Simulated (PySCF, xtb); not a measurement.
CH₄ClFOSi, SMILES C([Si@@H](F)Cl)O.

xtb with GFN2-xTB at its own geometry gives an orbital gap of 5.66 eV and a dipole moment of 2.16 D.

Geometry optimised at PBE-D3(BJ)/def2-SVP. The structure was generated by enumeration; whether it is a known compound was not checked. Other conformers were not sampled.

Q: What does PBE/def2-TZVP in PySCF give? (An estimate is asked for; the answer gives what the named calculation found.)

A: gap 5.41 eV (levels -6.47 and -1.06 eV), dipole 2.14 D.
